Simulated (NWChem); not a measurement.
System: CrH₂S₂O₂; SMILES [O]=[Cr]([OH])(=[S])[SH]

Here is an NWChem input.

```
start job
memory heap 200 mb stack 900 mb global 1100 mb
geometry units angstroms noautosym nocenter noautoz
  Cr     0.189687    -0.165756     0.010883
  O      0.947741    -0.200687     1.371281
  S     -1.209804    -1.594424    -0.120635
  O      1.308462    -0.279023    -1.328160
  H      2.237127    -0.078279    -1.089088
  S     -0.992056     1.695766    -0.062541
  H     -0.008040     2.437657     0.531143
end
basis spherical
  * library 6-31g*
end
dft
  xc b3lyp
  iterations 150
end
property
  efieldgrad
end
task dft property
```

NWChem printed, in part:

```
             Northwest Computational Chemistry Package (NWChem) 7.3.0
             --------------------------------------------------------

                             Geometry "geometry" -> ""
                             -------------------------

 Output coordinates in angstroms (scale by  1.889725989 to convert to a.u.)

  No.       Tag          Charge          X              Y              Z
 ---- ---------------- ---------- -------------- -------------- --------------
    1 Cr                  24.0000     0.18968700    -0.16575600     0.01088300
    2 O                    8.0000     0.94774100    -0.20068700     1.37128100
    3 S                   16.0000    -1.20980400    -1.59442400    -0.12063500
    4 O                    8.0000     1.30846200    -0.27902300    -1.32816000
    5 H                    1.0000     2.23712700    -0.07827900    -1.08908800
    6 S                   16.0000    -0.99205600     1.69576600    -0.06254100
    7 H                    1.0000    -0.00804000     2.43765700     0.53114300

 Effective nuclear repulsion energy (a.u.)     489.1929815604

                              NWChem Property Module
                              ----------------------

  itol2e modified to match energy
  convergence criterion.

                                 NWChem DFT Module
                                 -----------------

 Summary of "ao basis" -> "ao basis" (spherical)
 ------------------------------------------------------------------------------
       Tag                 Description            Shells   Functions and Types
 ---------------- ------------------------------  ------  ---------------------
 Cr                          6-31g*                 12       34   5s4p2d1f
 O                           6-31g*                  6       14   3s2p1d
 S                           6-31g*                  8       18   4s3p1d
 H                           6-31g*                  2        2   2s

  itol2e modified to match energy
  convergence criterion.

            General Information
            -------------------
          SCF calculation type: DFT
          Wavefunction type:  closed shell.
          No. of atoms     :     7
          No. of electrons :    74
           Alpha electrons :    37
            Beta electrons :    37
          Charge           :     0
          Spin multiplicity:     1
          Use of symmetry is: off; symmetry adaption is: off
          Maximum number of iterations: 150
          AO basis - number of functions:   102
                     number of shells:    44
          Convergence on energy requested:  1.00D-07
          Convergence on density requested:  1.00D-05
          Convergence on gradient requested:  5.00D-04

              XC Information
              --------------
                         B3LYP Method XC Potential
                     Hartree-Fock (Exact) Exchange  0.200
                        Slater Exchange Functional  0.800 local
                    Becke 1988 Exchange Functional  0.720 non-local
              Lee-Yang-Parr Correlation Functional  0.810
                  VWN I RPA Correlation Functional  0.190 local

             Grid Information
             ----------------
          Grid used for XC integration:  fine
          Radial quadrature: Mura-Knowles
          Angular quadrature: Lebedev.
          Tag              B.-S. Rad. Rad. Pts. Rad. Cut. Ang. Pts.
          ---              ---------- --------- --------- ---------
          Cr                  1.40      140           9.0       974
          O                   0.60       70          10.0       590
          S                   1.00      123          11.0       770
          H                   0.35       60          12.0       590
          Grid pruning is: on
          Number of quadrature shells:   646
          Spatial weights used:  Erf1

      Superposition of Atomic Density Guess
      -------------------------------------

 Sum of atomic energies:       -1988.48858972

      Non-variational initial energy
      ------------------------------

[...]

          -----------------------
          Electric field gradient
          -----------------------

 1 a.u. = 0.324123 10**(16) esu/cm**3  ( or statvolts/cm**2 ) = 0.97174 10**(22) v/m**2

 ------------------------------------------------------------
   Atom      X         Y         Z
 ------------------------------------------------------------
    1 Cr   0.35846  -0.31323   0.02057
 ------------------------------------------------------------

 Electric field gradient in molecular frame (a.u.)
         XX             YY             ZZ             XY             XZ             YZ
 ------------------------------------------------------------------------------------------
        0.337892      -0.159261      -0.178631       0.205874       0.092092       0.089537

 Principal components (a.u.) and orientation
 of principal axis w.r.t. absolute frame                      Asymmetry parameter eta
 --------------------------------------------------------------------------------------
        0.434552      -0.271843      -0.162709                       0.251139

        0.918712      -0.179254      -0.351903
        0.346961       0.791973       0.502392
        0.188641      -0.583650       0.789789

 ------------------------------------------------------------
   Atom      X         Y         Z
 ------------------------------------------------------------
    2 O    1.79097  -0.37924   2.59135
 ------------------------------------------------------------

 Electric field gradient in molecular frame (a.u.)
         XX             YY             ZZ             XY             XZ             YZ
 ------------------------------------------------------------------------------------------
       -0.163225      -0.014215       0.177440       0.175460      -0.036653      -0.305100

 Principal components (a.u.) and orientation
 of principal axis w.r.t. absolute frame                      Asymmetry parameter eta
 --------------------------------------------------------------------------------------
        0.432387      -0.335196      -0.097191                       0.550443

       -0.226063      -0.625427       0.746818
       -0.608484       0.689354       0.393114
        0.760686       0.365558       0.536400

 ------------------------------------------------------------
   Atom      X         Y         Z
 ------------------------------------------------------------
    3 S   -2.28620  -3.01302  -0.22797
 ------------------------------------------------------------

 Electric field gradient in molecular frame (a.u.)
         XX             YY             ZZ             XY             XZ             YZ
 ------------------------------------------------------------------------------------------
       -0.716268      -0.245894       0.962162       0.573233      -0.118293      -0.587023

 Principal components (a.u.) and orientation
 of principal axis w.r.t. absolute frame                      Asymmetry parameter eta
 --------------------------------------------------------------------------------------
        1.257946      -1.128967      -0.128980                       0.794936

       -0.173990       0.793273       0.583477
       -0.414928      -0.596405       0.687121
        0.893064      -0.122549       0.432920

 ------------------------------------------------------------
   Atom      X         Y         Z
 ------------------------------------------------------------
    4 O    2.47263  -0.52728  -2.50986
 ------------------------------------------------------------

 Electric field gradient in molecular frame (a.u.)
         XX             YY             ZZ             XY             XZ             YZ
 ------------------------------------------------------------------------------------------
       -0.985027       0.632218       0.352809      -0.322443      -0.003341       0.021019

 Principal components (a.u.) and orientation
 of principal axis w.r.t. absolute frame                      Asymmetry parameter eta
 --------------------------------------------------------------------------------------
       -1.046945       0.695456       0.351489                       0.328544

        0.982056      -0.188194       0.012163
        0.188586       0.980175      -0.060759
       -0.000488       0.061962       0.998078

 ------------------------------------------------------------
   Atom      X         Y         Z
 ------------------------------------------------------------
    5 H    4.22756  -0.14793  -2.05808
 ------------------------------------------------------------

 Electric field gradient in molecular frame (a.u.)
         XX             YY             ZZ             XY             XZ             YZ
 ------------------------------------------------------------------------------------------
       -0.354971       0.190187       0.164783      -0.122459      -0.141044      -0.033189

 Principal components (a.u.) and orientation
 of principal axis w.r.t. absolute frame                      Asymmetry parameter eta
 --------------------------------------------------------------------------------------
       -0.417272       0.216924       0.200348                       0.039723

        0.948617      -0.166814      -0.268886
        0.204430       0.971696       0.118390
        0.241526      -0.167275       0.955868

 ------------------------------------------------------------
   Atom      X         Y         Z
 ------------------------------------------------------------
    6 S   -1.87471   3.20453  -0.11819
 ------------------------------------------------------------

 Electric field gradient in molecular frame (a.u.)
         XX             YY             ZZ             XY             XZ             YZ
 ------------------------------------------------------------------------------------------
       -0.153949      -0.896027       1.049976      -0.508139      -0.833432      -0.553450

[...]
```

Level: B3LYP/6-31G* (spherical d). Coordinates come from a PBE-D3(BJ)/def2-SVP optimisation. No frequency run checked for a minimum. NWChem prints the field gradient with the sign opposite to the second derivative of the potential.
